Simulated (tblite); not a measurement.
Species: CH₁₀N₄Si₃.
Structure used (GFN2-xTB), in Å, numbered top down from 1:
```xyz
18
CH10N4Si3 angstrom
N      0.9694    1.1059    3.3979
C      1.0711    1.2048    2.2605
Si     1.2261    1.3823    0.4040
N      0.6299   -0.0746   -0.3037
Si     1.4070   -0.7323   -1.7160
Si    -0.9049   -0.7627    0.2381
N     -1.9666   -0.6430   -1.1138
N     -1.7417    0.0726    1.4812
H      0.4423    2.5729    0.0513
H      2.6521    1.5308    0.1203
H      1.1304    0.1180   -2.8805
H      0.8657   -2.0741   -1.9308
H      2.8465   -0.7790   -1.4607
H     -0.5819   -2.0844    0.7805
H     -1.6303   -0.9826   -1.9993
H     -2.9199   -0.9345   -0.9733
H     -1.3044    0.1479    2.3836
H     -2.1996    0.9382    1.2491
```

Level: GFN2-xTB in tblite, geometry and Hessian alike; calculated harmonic values, unscaled, isolated species. This tight-binding method is rough: wavenumbers can miss measured ones by several per cent, in bad cases by 10 to 20. Modes of hydrogen on silicon can be 10 to 20 % off. One conformer, not necessarily the lowest.

Harmonic wavenumbers (cm⁻¹): 27.5, 36.0, 75.4, 90.8, 135.4, 152.5, 185.6, 205.3, 213.6, 231.2, 248.9, 261.2, 300.9, 332.2, 478.1, 506.9, 550.7, 564.6, 572.8, 574.6, 597.6, 619.3, 651.4, 703.2, 734.0, 757.8, 775.5, 784.8, 807.6, 810.7, 817.6, 883.3, 926.7, 962.0, 1010.5, 1511.5, 1518.3, 2200.5, 2210.6, 2238.4, 2250.3, 2257.2, 2274.5, 2357.8, 3483.7, 3488.2, 3522.2, 3527.7.

A = 1452, B = 1012, C = 668.4 MHz; mass 162.021 u (most abundant isotopes); point group C1, symmetry number 1.

Q: What is the zero-point energy?

A: Half the sum of the wavenumbers: 25214 cm⁻¹ = 301.62 kJ/mol.

Q: Give the ideal-gas entropy at 350 K and 1 bar in the rigid-rotor, harmonic-oscillator model (classical rotation).

A: Translation 175.64, rotation 128.24, vibration 222.81: S = 526.7 J/(mol K).

Q: And Cp and H(350 K) − H(0)?

A: Cp = 234.80 J/(mol K), of which vibrations give 201.54 (their classical limit is 48 R = 399.1); H(350 K) − H(0) = 50.60 kJ/mol without the zero-point energy, 38.96 from vibrations.

Q: How do the functions run with temperature in this model?

A: 
```csv
T (K),S (J/(mol K)),Cp (J/(mol K)),H − H(0) (kJ/mol),G − H(0) (kJ/mol),ln q(vib)
100,324.4,104.1,6.79,-25.65,3.31
200,415.4,164.3,20.26,-62.81,7.46
300,492.0,214.9,39.34,-108.27,11.47
500,618.3,277.9,89.30,-219.83,18.90
800,761.1,328.9,181.05,-427.81,28.46
1000,837.0,351.0,249.15,-587.82,33.95
```

q(vib) and H(0) count from the zero-point level.

Q: Blend soft modes into free rotors: weight 1/[1 + (100 cm⁻¹/ν̃)⁴] for the oscillator and the rest for a rotor with moment μB/(μ + B), μ = h/(8π²ν), B = 10⁻⁴⁴ kg m². What vibrational entropy results?

A: 201.11 J/(mol K) in place of 222.81, which changes −T·S at 350 K by +7.59 kJ/mol.

Hindered rotation and anharmonicity are outside this model. Other conformers, if any are populated, would add a mixing term that is left out. The structure is chiral; the term R ln 2 for an equal mix with its mirror image is left out.
